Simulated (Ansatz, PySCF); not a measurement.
Ga(Cl)(vinyl)(OH) (C₂H₄ClGaO), SMILES C=[CH][Ga]([OH])[Cl]. Atoms are numbered in the order given.

```xyz
9

Ga     0.1802     0.0470     0.0000
Cl    -0.5591    -1.9920     0.0000
C     -0.9557     1.6156     0.0000
C     -0.4273     2.8480     0.0000
H     -2.0449     1.4953     0.0000
H     -1.0561     3.7471     0.0000
H      0.6548     3.0184     0.0000
O      1.9551     0.2351     0.0000
H      2.4438    -0.5982     0.0000
```
Charge 0, spin multiplicity 1.

The structure is a stationary point at B3LYP-D3(BJ)/def2-SVP. The structure was generated by enumeration; whether it is a known compound was not checked. The values are those of a single conformer.

Two levels are set side by side: PBE-D3(BJ)/def2-SVP (Ansatz, a first-principles code) and B3LYP-D3(BJ)/def2-SVP (Ansatz). Each level has its own optimised geometry; the coordinates shown are those of the second. Frequencies come from the Hessian of PySCF at each geometry. Differences are taken from unrounded values.

```tsv
quantity	B3LYP-D3(BJ)	PBE-D3(BJ)	PBE-D3(BJ) minus B3LYP-D3(BJ)
mean bond length (Å)	1.436	1.443	0.008
bond Ga1–Cl2 (Å)	2.169	2.173	0.004
bond Ga1–C3 (Å)	1.937	1.940	0.003
bond Ga1–O8 (Å)	1.785	1.798	0.013
bond C3–C4 (Å)	1.341	1.349	0.008
bond C3–H5 (Å)	1.096	1.104	0.008
bond C4–H6 (Å)	1.097	1.105	0.008
bond C4–H7 (Å)	1.095	1.103	0.008
bond O8–H9 (Å)	0.966	0.975	0.009
highest harmonic wavenumber (cm⁻¹)	3849	3735	-114
mean harmonic wavenumber (cm⁻¹)	1182	1151	-31
zero-point energy (kcal/mol)	35.50	34.56	-0.94
```

Exact exchange shortens and stiffens bonds; PBE has none. Differences between two approximate levels are no errors against the true value.
